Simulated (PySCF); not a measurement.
**C₆ coefficients of unlike pairs at PBE0**

Calculated with PySCF 2.14 from the dipole response of each species, C₆(A,B) = (3/π) ∫ α_A(iu) α_B(iu) du, in atomic units, from isotropic polarisabilities. For ions this is the dispersion term alone; charge-induced terms of lower order in 1/R come first.

```
species       configuration                                                                 basis      relativity  α (bohr³)  C₆ (like pair)
   Ge²⁺  [Ar] 3d10 4s2 (1S)                               aug-cc-pVTZ-PP with ECP10MDF (6s5p4d2f)  core potential      10.67           39.96
   La³⁺           [Xe] (1S)  def2-TZVPPD with the def2 core potential (46 electrons) (6s5p3d2f1g)  core potential      7.602           46.06
   Al²⁺       [Ne] 3s1 (2S)                                          aug-cc-pV(Q+d)Z (7s6p5d3f2g)            none      14.13           38.31
    Ti⁺   [Ar] 3d2 4s1 (4F)                                              def2-TZVPPD (6s6p4d2f1g)            none      51.58           329.9
```

Estimate C₆ for Ti⁺ with La³⁺.

The integral gives 93.56. The combination rule 2 C_A C_B / (C_A α_B/α_A + C_B α_A/α_B) gives 84.15 and the geometric mean 123.3.

No spin-orbit coupling is included.

The other pairs:

| pair | C₆ |
| --- | --- |
| La³⁺, Ge²⁺ | 40.11 |
| Ti⁺, Al²⁺ | 110.6 |
| Al²⁺, Ge²⁺ | 37.55 |
| Ti⁺, Ge²⁺ | 104.7 |
| Al²⁺, La³⁺ | 34.24 |
